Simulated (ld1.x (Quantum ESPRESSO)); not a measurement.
**Reading a pseudo-wave (lithium (Li))**

Columns: radius, all-electron u(r) and pseudo u(r) of the 2p shell (level -3.27 eV) of lithium in the configuration 1s2 2s0.5 2p0; PBEsol, scalar-relativistic, ultrasoft scheme, ld1.x (Quantum ESPRESSO) 7.5.

| r (bohr) | all-electron | pseudo |
| --- | --- | --- |
| 0.225 | 0.0229 | 0.0068 |
| 0.450 | 0.0701 | 0.0266 |
| 0.675 | 0.1248 | 0.0583 |
| 0.900 | 0.1799 | 0.0997 |
| 1.125 | 0.2321 | 0.1484 |
| 1.350 | 0.2800 | 0.2014 |
| 1.575 | 0.3227 | 0.2557 |
| 1.800 | 0.3601 | 0.3084 |
| 2.025 | 0.3930 | 0.3568 |
| 2.250 | 0.4218 | 0.3989 |
| 2.475 | 0.4453 | 0.4332 |
| 2.700 | 0.4631 | 0.4590 |
| 2.925 | 0.4753 | 0.4762 |
| 3.150 | 0.4820 | 0.4853 |
| 3.375 | 0.4836 | 0.4873 |
| 3.600 | 0.4806 | 0.4835 |
| 3.825 | 0.4735 | 0.4751 |
| 4.050 | 0.4630 | 0.4636 |
| 4.275 | 0.4497 | 0.4497 |
| 4.500 | 0.4342 | 0.4342 |
| 4.725 | 0.4173 | 0.4173 |
| 4.950 | 0.3992 | 0.3992 |
| 5.175 | 0.3806 | 0.3806 |
| 5.400 | 0.3616 | 0.3616 |
| 5.625 | 0.3425 | 0.3425 |
| 5.850 | 0.3236 | 0.3236 |

Question: How many radial nodes do the two functions have?

Answer: The all-electron 2p function has n − l − 1 = 0; the pseudo-wave has 0.

Question: At about which radius was the pseudo-wave matched?

Answer: 4.50 bohr, where the columns begin to agree (steps of 0.23 bohr).

Question: Is the pseudo-wave norm-conserving?

Answer: No, it belongs to an ultrasoft set: the norm inside the radius is not constrained, and the difference is carried by the augmentation charge.
